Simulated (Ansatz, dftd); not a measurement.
System: GeF3, charge 0, doublet. GeF3 (SMILES [F][Ge]([F])[F], doublet).
B3LYP-D3(BJ)/def2-TZVP minimum from Ansatz (a program for electronic structure):
```xyz
4

Ge     0.2273    -0.1978    -0.0141
F      0.7837     1.4450     0.0126
F     -0.8472    -0.3310    -1.3693
F     -0.7447    -0.4108     1.4068
```
Charge 0, spin multiplicity 2.

Property: atomisation energy (electronic, to ground-state atoms), in kJ/mol. UHF or UKS for unpaired electrons; spin-orbit terms are left out. Cores are frozen in correlated methods (noble-gas shells, and filled d and f shells in the p block). No relativity. CBS(X,Y): correlation extrapolated as X^-3, Hartree-Fock from the larger set (Q,5: extrapolated as (X+1)exp(-9√X)). A bracket is a step between two methods taken in the basis named. Double hybrids freeze cores in their MP2 part.

```tsv
level	program	atomisation energy (kJ/mol)	difference against the last row
r2SCANh/def2-TZVPD	Ansatz	1372.3	-50.2
B2PLYP-D3(BJ)/def2-TZVPD	Ansatz + dftd3	1382.6	-39.9
MP2/cc-pVQZ	Ansatz	1495.9	73.4
MP2/CBS(cc-pVTZ,cc-pVQZ)	Ansatz	1515.9	93.4
CCSD/CBS(cc-pVQZ,cc-pV5Z)	Ansatz	1374.6	-47.9
CCSD(T)/cc-pV5Z	Ansatz	1405.4	-17.1
CCSD(T)/CBS(cc-pVQZ,cc-pV5Z)	Ansatz	1418.0	-4.5
CCSDT(Q)/cc-pVDZ	Ansatz	1205.4	-217.1
CCSD(T)/CBS(cc-pVQZ,cc-pV5Z) + [CCSDT(Q) - CCSD(T)]/cc-pVDZ	Ansatz	1422.5	0.0
```
